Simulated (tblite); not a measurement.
Compound: C7H15BO.
Numbering: `[BH3-:1][O+:2]1[CH2:3][CH2:4][CH2:5][C@H:6]1[CH:7]1[CH2:8][CH2:9]1` (hydrogens: H10, H11, H12 on B1; H13, H14 on C3; H15, H16 on C4; H17, H18 on C5; H19 on C6; H20 on C7; H21, H22 on C8; H23, H24 on C9)

Computed with GFN2-xTB (tblite), gas phase: L-BFGS steps from a force-field or distance-geometry start until the largest atomic force falls under 0.01 eV/Å.

Step 101: E = -759.8793 eV
```
atom  x, y, z in Å  |  force x, y, z in eV/Å
B1     -1.5147    1.8641   -0.0617   -0.059   0.055   0.003
O2     -0.9759    0.3963   -0.5370   -0.002  -0.038   0.038
C3     -2.0080   -0.5822   -0.5491   -0.017  -0.015  -0.001
C4     -1.2879   -1.9189   -0.4599    0.035   0.002   0.010
C5     -0.1559   -1.5850    0.5117    0.003   0.039   0.015
C6      0.1518   -0.1043    0.2110    0.006  -0.024  -0.018
C7      1.4031    0.0351   -0.6246    0.001  -0.030  -0.009
C8      2.7087    0.2084    0.0945    0.009  -0.032   0.014
C9      2.1431    1.3362   -0.7053    0.011  -0.010  -0.020
H10    -2.3472    2.1372   -0.8638   -0.020  -0.033   0.026
H11    -0.5731    2.5841   -0.1115    0.003  -0.047  -0.004
H12    -1.9439    1.7168    1.0467    0.012   0.016  -0.029
H13    -2.5823   -0.4483   -1.4657   -0.023   0.028  -0.027
H14    -2.6695   -0.4370    0.3126   -0.015   0.026   0.012
H15    -1.9366   -2.7144   -0.0975    0.018   0.025  -0.011
H16    -0.8943   -2.2067   -1.4352    0.035   0.010  -0.004
H17     0.7270   -2.2068    0.3608   -0.064   0.026   0.031
H18    -0.4963   -1.7070    1.5406    0.012   0.020  -0.012
H19     0.2493    0.4874    1.1284   -0.017  -0.043  -0.046
H20     1.3797   -0.5776   -1.5186    0.069  -0.008   0.012
H21     3.5838   -0.3039   -0.2712    0.016  -0.025  -0.040
H22     2.6678    0.2797    1.1698    0.032  -0.002   0.048
H23     2.6298    1.5765   -1.6370   -0.045   0.038  -0.051
H24     1.7300    2.1900   -0.1967    0.001   0.021   0.064
```

Step 102: E = -759.8816 eV
```
atom  x, y, z in Å  |  force x, y, z in eV/Å
B1     -1.5127    1.8647   -0.0616   -0.031   0.065   0.004
O2     -0.9784    0.3977   -0.5369    0.000  -0.070   0.049
C3     -2.0083   -0.5836   -0.5539   -0.021  -0.036   0.008
C4     -1.2826   -1.9182   -0.4623    0.026   0.001   0.002
C5     -0.1590   -1.5811    0.5177   -0.010   0.018   0.006
C6      0.1487   -0.1021    0.2128    0.012  -0.042  -0.015
C7      1.3998    0.0362   -0.6230    0.011  -0.007  -0.024
C8      2.7084    0.2050    0.0912   -0.008  -0.037   0.013
C9      2.1421    1.3367   -0.7021    0.005  -0.026  -0.014
H10    -2.3595    2.1321   -0.8488   -0.033  -0.025   0.003
H11    -0.5709    2.5852   -0.1340   -0.030  -0.060   0.009
H12    -1.9232    1.7214    1.0536    0.010   0.023  -0.010
H13    -2.5825   -0.4488   -1.4709    0.005   0.016  -0.028
H14    -2.6759   -0.4457    0.3045    0.002   0.049   0.027
H15    -1.9279   -2.7188   -0.1039    0.013   0.038  -0.028
H16    -0.8807   -2.2005   -1.4361    0.030   0.003   0.006
H17     0.7256   -2.2033    0.3784   -0.064   0.028   0.015
H18    -0.5081   -1.7012    1.5443    0.010   0.033  -0.024
H19     0.2452    0.4862    1.1320   -0.008  -0.005  -0.054
H20     1.3777   -0.5716   -1.5215    0.044  -0.006   0.042
H21     3.5773   -0.3124   -0.2808    0.043  -0.020  -0.046
H22     2.6752    0.2745    1.1661    0.022  -0.006   0.072
H23     2.6246    1.5771   -1.6352   -0.036   0.055  -0.069
H24     1.7336    2.1900   -0.1883    0.005   0.011   0.058
```

Step 103: E = -759.8837 eV
```
atom  x, y, z in Å  |  force x, y, z in eV/Å
B1     -1.5117    1.8675   -0.0634   -0.021   0.016   0.014
O2     -0.9809    0.3972   -0.5380   -0.005  -0.064   0.043
C3     -2.0090   -0.5860   -0.5574   -0.020  -0.038   0.013
C4     -1.2770   -1.9180   -0.4640   -0.004   0.001  -0.013
C5     -0.1618   -1.5771    0.5235   -0.027  -0.020  -0.012
C6      0.1453   -0.1006    0.2143    0.017  -0.041  -0.004
C7      1.3965    0.0373   -0.6208    0.020  -0.006  -0.038
C8      2.7090    0.2014    0.0870    0.004  -0.040   0.019
C9      2.1402    1.3373   -0.6990    0.018  -0.038  -0.013
H10    -2.3670    2.1335   -0.8390   -0.053  -0.022  -0.031
H11    -0.5684    2.5814   -0.1497   -0.011  -0.024   0.011
H12    -1.9089    1.7256    1.0554    0.001   0.029   0.019
H13    -2.5838   -0.4504   -1.4747    0.027   0.002  -0.018
H14    -2.6790   -0.4514    0.2999    0.012   0.051   0.029
H15    -1.9196   -2.7227   -0.1102    0.007   0.036  -0.037
H16    -0.8673   -2.1950   -1.4364    0.023   0.000   0.018
H17     0.7234   -2.1995    0.3950   -0.040   0.018  -0.001
H18    -0.5185   -1.6959    1.5474    0.000   0.046  -0.017
H19     0.2377    0.4850    1.1347    0.014   0.037  -0.050
H20     1.3768   -0.5686   -1.5211    0.018   0.005   0.056
H21     3.5719   -0.3195   -0.2949    0.043  -0.009  -0.033
H22     2.6862    0.2691    1.1625    0.014  -0.012   0.061
H23     2.6172    1.5815   -1.6340   -0.038   0.059  -0.060
H24     1.7373    2.1876   -0.1760    0.003   0.013   0.046
```

**Question.** Estimate the geometry and energy of step 104. (The exact step hangs on the optimiser's Hessian estimate; all steps are aligned on step 103, rigid shifts and turns removed.)

**Answer.** E = -759.8853 eV, largest force 0.080 eV/Å
```
atom  x, y, z in Å  |  force x, y, z in eV/Å
B1     -1.5112    1.8705   -0.0632   -0.010  -0.007   0.003
O2     -0.9833    0.3964   -0.5366   -0.005  -0.033   0.017
C3     -2.0097   -0.5887   -0.5608   -0.013  -0.021   0.012
C4     -1.2719   -1.9177   -0.4670   -0.026   0.004  -0.016
C5     -0.1652   -1.5741    0.5282   -0.030  -0.037  -0.018
C6      0.1425   -0.0999    0.2162    0.016  -0.026   0.001
C7      1.3939    0.0373   -0.6186    0.022   0.012  -0.011
C8      2.7091    0.1980    0.0849    0.017  -0.031   0.010
C9      2.1392    1.3366   -0.6973    0.011  -0.019   0.003
H10    -2.3803    2.1304   -0.8263   -0.036  -0.023  -0.024
H11    -0.5669    2.5817   -0.1694   -0.036  -0.025   0.015
H12    -1.8892    1.7313    1.0621   -0.005   0.038   0.026
H13    -2.5813   -0.4518   -1.4806    0.034  -0.008  -0.002
H14    -2.6825   -0.4558    0.2949    0.017   0.040   0.018
H15    -1.9122   -2.7252   -0.1180   -0.009   0.013  -0.039
H16    -0.8546   -2.1900   -1.4376    0.015   0.001   0.024
H17     0.7207   -2.1953    0.4084   -0.007  -0.008  -0.011
H18    -0.5286   -1.6916    1.5495   -0.012   0.053  -0.007
H19     0.2321    0.4850    1.1364    0.032   0.065  -0.035
H20     1.3743   -0.5688   -1.5180    0.008  -0.001   0.032
H21     3.5675   -0.3250   -0.3054    0.038  -0.001  -0.014
H22     2.6946    0.2654    1.1613    0.008  -0.017   0.034
H23     2.6112    1.5848   -1.6345   -0.041   0.048  -0.037
H24     1.7403    2.1862   -0.1675    0.011  -0.016   0.020
```

The energy changes by -0.0016 eV. The first-order estimate −F·Δx gives -0.0022 eV and the mean of the old and new forces, exact on a quadratic surface, -0.0016 eV. The step makes an angle of 80° with the force vector and moves no atom by more than 0.022 Å.

What follows is the cost of the whole relaxation. The run took 1.9 s on one thread of an Arm Neoverse N1, no GPU, on a shared host.
